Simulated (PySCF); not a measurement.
CH5AlF2O2Si, SMILES [CH2]([SiH](F)F)[Al]([OH])[OH]. Atoms are numbered in the order given.

```xyz
12

Si     1.4990     0.3896     0.1718
F      1.7925     1.5684     1.2373
F      0.4288    -0.6461     1.0132
C      0.3613     0.7750    -1.1911
Al    -1.0706    -0.3968    -0.4545
O     -1.1569    -1.9568    -1.1443
O     -2.3248     0.3954     0.3873
H      2.7323    -0.4024     0.0040
H      0.7230     0.4486    -2.1777
H      0.0659     1.8346    -1.2266
H     -1.8018    -2.6433    -0.9604
H     -3.0924     0.0070     0.8121
```
Charge 0, spin multiplicity 1.

The structure is a stationary point at B3LYP-D3(BJ)/def2-SVP. The structure was generated by enumeration; whether it is a known compound was not checked. The values are those of a single conformer.

These are PBE/def2-TZVP run with PySCF values and carry that method's errors.

ESP charges are fitted to the potential on shells at 1.4 to 2.0 van der Waals radii. Atomic charges (e):

```tsv
atom	ESP fit	meta-Löwdin	Löwdin	Mulliken
Si1	0.54	1.23	0.13	0.63
F2	-0.22	-0.46	0.03	?
F3	-0.19	-0.44	0.14	-0.25
C4	-0.48	-0.80	-0.43	?
Al5	0.84	1.09	-0.32	0.54
O6	-0.77	-0.77	-0.11	?
O7	-0.75	-0.77	-0.11	?
H8	-0.04	-0.09	-0.03	-0.02
H9	0.13	0.16	0.17	?
H10	0.15	0.16	0.17	?
H11	0.40	0.34	0.17	0.30
H12	0.39	0.34	0.17	0.30
```

Task: Complete the blanks. (An estimate is asked for; the answer gives what the named calculation found.)

Result: 
- F2, Mulliken: -0.27
- C4, Mulliken: -0.50
- O6, Mulliken: -0.52
- O7, Mulliken: -0.52
- H9, Mulliken: 0.15
- H10, Mulliken: 0.15
